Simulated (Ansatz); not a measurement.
C₂H₆BN (`B/C=N/C`) at its PBE0-D4/def2-TZVP geometry, where that method's forces vanish. Total charge 0; spin multiplicity 1.

| atom | x (Å) | y (Å) | z (Å) |
| --- | --- | --- | --- |
| B1 | 0.3955 | 2.0428 | -0.0318 |
| C2 | 0.3931 | 0.4974 | -0.1945 |
| N3 | -0.5515 | -0.1860 | 0.3251 |
| C4 | -0.5330 | -1.6109 | 0.1638 |
| H5 | 1.2731 | 2.7016 | -0.5088 |
| H6 | -0.4912 | 2.5595 | 0.5752 |
| H7 | 1.1911 | -0.0257 | -0.7494 |
| H8 | -1.4643 | -1.9200 | -0.3204 |
| H9 | -0.5371 | -2.0750 | 1.1548 |
| H10 | 0.3242 | -1.9839 | -0.4140 |

For each bond, give half the difference of the two atoms' forces along it (eV/Å; positive pushes the atoms apart) under PBE-D4, r2SCAN-D4, B3LYP-D4, ωB97M-V in def2-TZVPP. (An estimate is asked.)

Computed: 
```csv
bond,length (Å),PBE-D4,r2SCAN-D4,B3LYP-D4,ωB97M-V
B1–C2,1.554,-0.31,-0.11,-0.02,0.17
B1–H5,1.196,0.06,-0.04,-0.10,-0.13
B1–H6,1.192,0.09,-0.03,-0.09,-0.15
C2–N3,1.276,0.77,0.37,0.13,-0.11
C2–H7,1.104,0.08,-0.02,-0.06,-0.11
N3–C4,1.434,-0.09,0.04,0.18,0.39
C4–H8,1.094,0.12,-0.03,-0.09,-0.14
C4–H9,1.094,0.12,-0.03,-0.09,-0.14
C4–H10,1.099,0.11,-0.03,-0.04,-0.11
```

B3LYP here is the variant with VWN-RPA as its local correlation; programs differ in this.
